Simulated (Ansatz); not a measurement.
Geometry optimisation, RKS LDA/def2-SVP (Ansatz).

Input:

```yaml
crystal:
  periodic: [false, false, false]
  atoms:
    - { symbol: Hf, position_ang: [0.0, 0.0, 0.0] }
    - { symbol: "N", position_ang: [0.0, 0.0, 2.21] }
    - { symbol: H, position_ang: [-0.877, -0.2713, 2.74] }
    - { symbol: H, position_ang: [0.877, 0.2713, 2.74] }
    - { symbol: Cl, position_ang: [2.3764, 0.0, -0.8392] }
    - { symbol: O, position_ang: [-0.975, 1.6891, -0.6893] }
    - { symbol: H, position_ang: [-1.9328, 1.4584, -0.9117] }
    - { symbol: O, position_ang: [-0.975, -1.6891, -0.6893] }
    - { symbol: H, position_ang: [-1.4296, -2.1548, 0.0831] }
basis:
  gaussian: { orbitals: def2-SVP }
hamiltonian:
  xc: lda
relax:
  f_tol: 0.02
  max_steps: 40
output:
  orbitals: {}
```

Launched with:

```bash
$ ansatz run input.yaml --threads 2 --pin off --max-ram 3072MiB --backend cpu --events-out ev --progress --plain --runs-dir out
```

Q: Where does it end, and by what steps?

A: It converged. After 14 steps the energy has fallen by 1.501 eV; H3 moved furthest, 1.49 Å.

```
step  energy less start (eV)  largest force component (eV/Å)  accepted
   0                  0.0000                           2.702       yes
   1                 -1.0418                           1.355       yes
   2                 -1.1912                           1.013       yes
   3                 -1.2728                           0.596       yes
   4                 -1.3490                           0.403       yes
   5                 -1.4028                           0.236       yes
   6                 -1.4288                           0.547       yes
   7                 -1.4556                           0.336       yes
   8                 -1.4614                           0.354       yes
   9                 -1.4805                           0.252       yes
  10                 -1.4923                           0.234       yes
  11                 -1.4966                           0.087       yes
  12                 -1.4996                           0.085       yes
  13                 -1.5007                           0.041       yes
  14                 -1.5013                           0.009       yes
```

```xyz
9
Properties=species:S:1:pos:R:3
Hf -0.124 -0.078 0.113
N -0.007 0.122 2.116
H -0.116 1.001 2.637
H 0.184 -0.637 2.781
Cl 2.033 0.206 -0.826
O -1.258 1.335 -0.500
H -1.869 1.935 -0.949
O -0.709 -1.869 -0.211
H -1.070 -2.712 -0.518
```

Whether the end is a true minimum wasn't checked by a vibrational analysis.

Time of the run: 76 s on 2 threads of AMD EPYC 7571, with other jobs on the host, peak memory 0.17 GiB.
